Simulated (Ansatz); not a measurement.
Ansatz (a program for electronic structure) input (B3LYP-D3(BJ)/def2-TZVP):

Ansatz 0.2 input:
```yaml
crystal:
  periodic: [false, false, false]
  atoms:
    - {symbol: La, position_ang: [-0.00000000, -0.00000000, -0.23655829]}
    - {symbol: O, position_ang: [0.00000000, 0.00000000, 1.68547780]}
basis:
  gaussian:
    orbitals: def2-TZVP
hamiltonian:
  xc: b3lyp
  dispersion: d3bj
magnetization: {spin_polarized: true, initial_magnetization: 1}
phonons: {temperatures: {t_min: 298.15, t_max: 298.15, t_step: 100}}
```

Output:

```
Functional definition: B3LYP
integrals: 0.02 GiB planned
498 factors; their error is unknown
mean field: 0.21 GiB planned
mean field evaluation 1: about -2892.5958 eV, gradient 6.2e1 eV
mean field evaluation 2: about -2653.5445 eV, gradient 1.6e2 eV
mean field evaluation 4: about -2906.9787 eV, gradient 1.1e1 eV
mean field evaluation 8: about -2907.6162 eV, gradient 3.3e-2 eV
mean field evaluation 16: about -2907.6280 eV, gradient 3.5e-4 eV
mean field -2907.62803587 eV, -106.8533594571 hartree, gradient 3.0e-5 eV, S^2 0.750639; 1 other end points of the search recorded, 0 dependent functions left out
the calculation of the forces begins
reference -2907.62822241 eV, -106.8533663125 hartree; 10, 9 occupied and 61, 62 virtual orbitals, 498 factors
these checks for a lower state are left out or cut short: stability, starts, cluster_reference, orbital_swaps, neighbouring_geometries, increment
integrals: 0.02 GiB planned
498 factors; their error is unknown
mean field: 0.21 GiB planned
mean field evaluation 32: about -2907.6280 eV, gradient 1.5e-6 eV
mean field -2907.62803587 eV, -106.8533594572 hartree, gradient 6.5e-7 eV, S^2 0.750639; 0 other end points of the search recorded, 0 dependent functions left out
the calculation of the forces begins
reference -2907.62822242 eV, -106.8533663126 hartree; 10, 9 occupied and 61, 62 virtual orbitals, 498 factors
these checks for a lower state are left out or cut short: stability, starts, cluster_reference, orbital_swaps, neighbouring_geometries, increment
integrals: 0.02 GiB planned
498 factors; their error is unknown
mean field: 0.21 GiB planned
mean field -2907.62803587 eV, -106.8533594572 hartree, gradient 6.6e-7 eV, S^2 0.750639; 0 other end points of the search recorded, 0 dependent functions left out
the calculation of the forces begins
reference -2907.62822242 eV, -106.8533663126 hartree; 10, 9 occupied and 61, 62 virtual orbitals, 498 factors
these checks for a lower state are left out or cut short: stability, starts, cluster_reference, orbital_swaps, neighbouring_geometries, increment
integrals: 0.02 GiB planned
498 factors; their error is unknown
mean field: 0.21 GiB planned
mean field -2907.62803587 eV, -106.8533594572 hartree, gradient 4.9e-7 eV, S^2 0.750639; 0 other end points of the search recorded, 0 dependent functions left out
the calculation of the forces begins
reference -2907.62822242 eV, -106.8533663126 hartree; 10, 9 occupied and 61, 62 virtual orbitals, 498 factors
these checks for a lower state are left out or cut short: stability, starts, cluster_reference, orbital_swaps, neighbouring_geometries, increment
integrals: 0.02 GiB planned
498 factors; their error is unknown
mean field: 0.21 GiB planned
mean field -2907.62803587 eV, -106.8533594572 hartree, gradient 4.9e-7 eV, S^2 0.750639; 0 other end points of the search recorded, 0 dependent functions left out
the calculation of the forces begins
reference -2907.62822242 eV, -106.8533663126 hartree; 10, 9 occupied and 61, 62 virtual orbitals, 498 factors
these checks for a lower state are left out or cut short: stability, starts, cluster_reference, orbital_swaps, neighbouring_geometries, increment
integrals: 0.02 GiB planned
498 factors; their error is unknown
mean field: 0.21 GiB planned
mean field -2907.62792703 eV, -106.8533554573 hartree, gradient 1.3e-6 eV, S^2 0.750633; 0 other end points of the search recorded, 0 dependent functions left out
the calculation of the forces begins
reference -2907.62811350 eV, -106.8533623099 hartree; 10, 9 occupied and 61, 62 virtual orbitals, 498 factors
these checks for a lower state are left out or cut short: stability, starts, cluster_reference, orbital_swaps, neighbouring_geometries, increment
integrals: 0.02 GiB planned
498 factors; their error is unknown
mean field: 0.21 GiB planned
mean field evaluation 64: about -2907.6162 eV, gradient 1.1e-4 eV
mean field -2907.62793487 eV, -106.8533557455 hartree, gradient 1.1e-6 eV, S^2 0.750646; 0 other end points of the search recorded, 0 dependent functions left out
the calculation of the forces begins
reference -2907.62812149 eV, -106.8533626038 hartree; 10, 9 occupied and 61, 62 virtual orbitals, 498 factors
these checks for a lower state are left out or cut short: stability, starts, cluster_reference, orbital_swaps, neighbouring_geometries, increment
integrals: 0.02 GiB planned
498 factors; their error is unknown
mean field: 0.21 GiB planned
mean field -2907.62803587 eV, -106.8533594572 hartree, gradient 6.6e-7 eV, S^2 0.750639; 0 other end points of the search recorded, 0 dependent functions left out
the calculation of the forces begins
reference -2907.62822242 eV, -106.8533663126 hartree; 10, 9 occupied and 61, 62 virtual orbitals, 498 factors
these checks for a lower state are left out or cut short: stability, starts, cluster_reference, orbital_swaps, neighbouring_geometries, increment
integrals: 0.02 GiB planned
498 factors; their error is unknown
mean field: 0.21 GiB planned
mean field -2907.62803587 eV, -106.8533594572 hartree, gradient 6.5e-7 eV, S^2 0.750639; 0 other end points of the search recorded, 0 dependent functions left out
the calculation of the forces begins
reference -2907.62822242 eV, -106.8533663126 hartree; 10, 9 occupied and 61, 62 virtual orbitals, 498 factors
these checks for a lower state are left out or cut short: stability, starts, cluster_reference, orbital_swaps, neighbouring_geometries, increment
integrals: 0.02 GiB planned
498 factors; their error is unknown
mean field: 0.21 GiB planned
mean field -2907.62803587 eV, -106.8533594572 hartree, gradient 4.9e-7 eV, S^2 0.750639; 0 other end points of the search recorded, 0 dependent functions left out
the calculation of the forces begins
reference -2907.62822242 eV, -106.8533663126 hartree; 10, 9 occupied and 61, 62 virtual orbitals, 498 factors
these checks for a lower state are left out or cut short: stability, starts, cluster_reference, orbital_swaps, neighbouring_geometries, increment
integrals: 0.02 GiB planned
498 factors; their error is unknown
mean field: 0.21 GiB planned
mean field evaluation 96: about -2907.6280 eV, gradient 1.3e-6 eV
mean field -2907.62803587 eV, -106.8533594572 hartree, gradient 4.9e-7 eV, S^2 0.750639; 0 other end points of the search recorded, 0 dependent functions left out
the calculation of the forces begins
reference -2907.62822242 eV, -106.8533663126 hartree; 10, 9 occupied and 61, 62 virtual orbitals, 498 factors
these checks for a lower state are left out or cut short: stability, starts, cluster_reference, orbital_swaps, neighbouring_geometries, increment
integrals: 0.02 GiB planned
498 factors; their error is unknown
mean field: 0.21 GiB planned
mean field -2907.62793487 eV, -106.8533557455 hartree, gradient 1.1e-6 eV, S^2 0.750646; 0 other end points of the search recorded, 0 dependent functions left out
the calculation of the forces begins
reference -2907.62812149 eV, -106.8533626038 hartree; 10, 9 occupied and 61, 62 virtual orbitals, 498 factors
these checks for a lower state are left out or cut short: stability, starts, cluster_reference, orbital_swaps, neighbouring_geometries, increment
integrals: 0.02 GiB planned
498 factors; their error is unknown
mean field: 0.21 GiB planned
mean field -2907.62792703 eV, -106.8533554573 hartree, gradient 1.3e-6 eV, S^2 0.750633; 0 other end points of the search recorded, 0 dependent functions left out
the calculation of the forces begins
reference -2907.62811350 eV, -106.8533623099 hartree; 10, 9 occupied and 61, 62 virtual orbitals, 498 factors
Total energy: -2907.68271019 eV, -106.8553687013 hartree
Atom 0 at    -0.000000    -0.000000    -0.236558 Å, force     0.000000    -0.000000    -0.000679 eV/Å
Atom 1 at     0.000000     0.000000     1.685478 Å, force    -0.000000     0.000000     0.000679 eV/Å
Dipole moment:     0.000000     0.000000    -0.910747 e Å
Vibrations: 797.76 cm⁻¹, zero-point energy 0.049455 eV
```

The spin state was set by rule; other spins were not relaxed.
